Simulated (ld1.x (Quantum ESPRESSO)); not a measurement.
# Reading a pseudo-wave (nitrogen (N))

Columns: radius, all-electron u(r) and pseudo u(r) of the 2s shell (level -18.62 eV) of nitrogen in the configuration [He] 2s2 2p3; revPBE, scalar-relativistic, RRKJ scheme, ld1.x (Quantum ESPRESSO) 7.5.

| r (bohr) | all-electron | pseudo |
| --- | --- | --- |
| 0.060 | 0.3141 | -0.0465 |
| 0.120 | 0.3871 | -0.0942 |
| 0.180 | 0.3283 | -0.1445 |
| 0.240 | 0.2028 | -0.1987 |
| 0.300 | 0.0489 | -0.2578 |
| 0.360 | -0.1104 | -0.3228 |
| 0.420 | -0.2622 | -0.3938 |
| 0.480 | -0.3996 | -0.4701 |
| 0.540 | -0.5197 | -0.5495 |
| 0.600 | -0.6216 | -0.6285 |
| 0.660 | -0.7051 | -0.7025 |
| 0.720 | -0.7713 | -0.7671 |
| 0.780 | -0.8215 | -0.8188 |
| 0.840 | -0.8573 | -0.8564 |
| 0.900 | -0.8806 | -0.8805 |
| 0.960 | -0.8931 | -0.8931 |
| 1.020 | -0.8963 | -0.8963 |
| 1.080 | -0.8919 | -0.8919 |
| 1.140 | -0.8810 | -0.8810 |
| 1.200 | -0.8650 | -0.8650 |
| 1.260 | -0.8449 | -0.8449 |
| 1.320 | -0.8215 | -0.8215 |
| 1.380 | -0.7956 | -0.7956 |
| 1.440 | -0.7680 | -0.7680 |
| 1.500 | -0.7391 | -0.7391 |
| 1.560 | -0.7094 | -0.7094 |

Question: How many radial nodes do the two functions have?

Answer: The all-electron 2s function has n − l − 1 = 1; the pseudo-wave has 0, since the states of the same l below it are removed with the core.

Question: At about which radius was the pseudo-wave matched?

Answer: 1.00 bohr. The columns agree to 0.0005 from 0.90 bohr on; several derivatives are matched, so the curves merge somewhat inside the radius.

Question: Where does each function peak?

Answer: Outermost all-electron maximum near 1.02 bohr, pseudo maximum near 1.02 bohr (to the table’s step).

Question: Is the pseudo-wave norm-conserving?

Answer: Yes: the RRKJ scheme keeps the norm inside the radius equal to the all-electron one, which fixes the energy derivative of the logarithmic derivative at the level.
